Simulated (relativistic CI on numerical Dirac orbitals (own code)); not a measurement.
**Cu⁴⁺ in a cubic cluster: 1s photoemission with charge transfer**

Computed with a charge-transfer multiplet model of a cubic metal-ligand cluster with up to 3 ligand holes, Slater and spin-orbit integrals from Dirac-Coulomb-Breit ions, Slater integrals scaled by 0.9. The ground state mixes d7 with configurations of k ligand holes L, whose averages lie at kΔ + k(k − 1)U_dd/2; a core hole lowers each added d electron by U_cd. 300 K, Lorentzian 1.1 eV and Gaussian 0.6 eV FWHM.

Atomic integrals in eV (Slater integrals scaled, ζ unscaled), ground: F2dd 13.318, F4dd 8.350, zeta_d 0.120; with the core hole: F2dd 14.730, F4dd 9.268, zeta_d 0.161, G2cd 0.094.

Cluster parameters (eV): Δ = -1.5, U_cd = 8.4, 10Dq = 2.15, 10Dq(ligand) = 1.3, V(eg) = 3.1, V(t2g) = -1.36, final-state hopping factor = 1.

```csv
Case,n_d,d7,d8L,d9L2,d10L3,S
U_dd = 5.1 eV,8.02,0.21,0.58,0.20,0.01,0.50
U_dd = 6.5 eV,7.95,0.23,0.60,0.16,0.01,0.50
U_dd = 7.2 eV,7.92,0.24,0.61,0.15,0.01,0.50
U_dd = 7.9 eV,7.90,0.25,0.61,0.13,0.00,0.50
U_dd = 9.3 eV,7.85,0.26,0.62,0.11,0.00,0.51
```

Weights, n_d and S are thermal averages at 300 K. Binding energies count from the first peak over 30 % of the highest in each spectrum, which can be another peak from case to case. The parameters are a model scan and need not match a compound or its usual spin state. Peaks in eV (height, largest 100):
- U_dd = 5.1 eV: 0.0 (100), 5.8 (8), 8.5 (41), 15.7 (10)
- U_dd = 6.5 eV: 0.0 (100), 9.0 (33), 15.9 (6)
- U_dd = 7.2 eV: 0.0 (100), 9.3 (29)
- U_dd = 7.9 eV: 0.0 (100), 9.5 (26)
- U_dd = 9.3 eV: 0.0 (100), 9.9 (20)

For the case U_dd = 7.2 eV, Δ = -1.5 eV is smaller than U_dd = 7.2 eV, the charge-transfer side of the Zaanen-Sawatzky-Allen scheme (negative Δ: between configuration averages a ligand hole costs less than the nominal valence; multiplet and field energies can change this for the lowest states). With the core hole the average of the configuration with one ligand hole lies at Δ − U_cd = -9.9 eV before mixing: it lies below the unscreened one, so the lowest final states are mostly screened and the unscreened weight appears at higher binding energy as a satellite.
